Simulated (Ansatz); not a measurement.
Task: Name a neutral molecule of C, F, In, S and H with LUMO energy (PBE/def2-TZVPP) between -3.35 and -3.05 eV and zero-point energy (PBE0-D4/def2-TZVP) between 96 and 112 kJ/mol (Ansatz, PBE0-D4/def2-TZVP geometry).

Result: `C[S][In]([F])[F]` (-3.32 eV, 111.4 kJ/mol). Other molecules can fit too; these were computed, each in one conformer that needn't be the lowest.
